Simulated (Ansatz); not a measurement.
The cluster Na4Li2. The state is a singlet with charge 0. Geometry relaxed at PBE/def2-SVP.

Cartesian coordinates in Å:
```
Li 0.003 -0.003 0.007
Li 1.615 -1.587 1.798
Na -2.847 0.383 -1.124
Na -1.734 -2.157 1.361
Na 2.920 0.995 -0.048
Na 0.043 2.369 -1.994
```

The restricted singlet is unstable towards broken spin symmetry in Hartree–Fock (as tested in another run); at PBE/def2-SVP this wasn't settled. The structure comes from a short search, and lower isomers may exist.

(1) Estimate the harmonic wavenumbers at RKS PBE/def2-SVP (Ansatz, unscaled). Is this a minimum?

Results:

(1) 31, 36, 54, 77, 83, 92, 100, 112, 164, 167, 279, 313 cm⁻¹. Yes, no mode is imaginary beyond noise. Zero-point energy 9.0 kJ/mol. Run time 19 s (4 threads of Arm Neoverse V2 on a shared host).
